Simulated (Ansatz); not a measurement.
Reaction (cleavage of the Si–Si bond): `CO[SiH2][SiH](O)F` + CH₃NH₂ → `CN[SiH2]OC` + `O[SiH2]F`

Program: Ansatz. Geometries: PBE0-D4/def2-TZVP. ΔE: electronic, gas phase. CCSD(T)/CBS adds triple-zeta CCSD(T) − MP2 to the extrapolated MP2 energy (def2 sets, frozen cores). Functionals use def2-TZVPP. Each species was taken in one conformer, which may not be the lowest.

```tsv
level	ΔE (eV)
PBE0-D4	-0.78
SCS-MP2/def2-QZVPP	-1.00
```

Problem. What does CCSD(T)/CBS give? (Estimate.)

Solution. The calculation gave: -0.92 eV. The listed levels differ from it by 0.14, -0.08 eV.

Largest T1 diagnostic among the species: 0.012.

From PBE to PBE0 (25 % exact exchange), in def2-TZVPP and without D4, ΔE moves by −0.06 eV.
